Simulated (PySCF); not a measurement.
Ge(F)2(Br)(OH) (BrF2GeHO), SMILES [OH][Ge]([F])([F])[Br]. Heavy atoms are numbered as in [OH:1][Ge:2]([F:3])([F:4])[Br:5]. Hydrogens are named by the atom that carries them.

Geometry optimised at PBE0-D3(BJ)/def2-SVP. The structure was generated by enumeration, and PubChem lists no compound with its InChIKey, so it may never have been made. One conformer was computed; it need not be the lowest.

All values below come from PBE0/pcSseg-1 in PySCF.

GIAO shieldings, no solvent; atoms alike by connectivity are averaged. δ = σ(ref) − σ: ¹⁷O against H2O (σ = 334.2 ppm); ⁷³Ge against GeH4 (σ = 1658.3 ppm); ¹⁹F against CFCl3 (σ = 167.2 ppm); ¹H against TMS (σ = 31.56 ppm), references at their B3LYP-D3(BJ)/def2-TZVP geometries, non-relativistic (without spin–orbit terms, shifts of atoms bonded to Cl or Br come out too high).

```tsv
nucleus	atoms	count	δ (ppm)
¹⁷O	O1 (OH)	1	71.3
⁷³Ge	Ge2	1	337.8
¹⁹F	F3	2	-124.3
¹H	H on O1	1	2.68
```
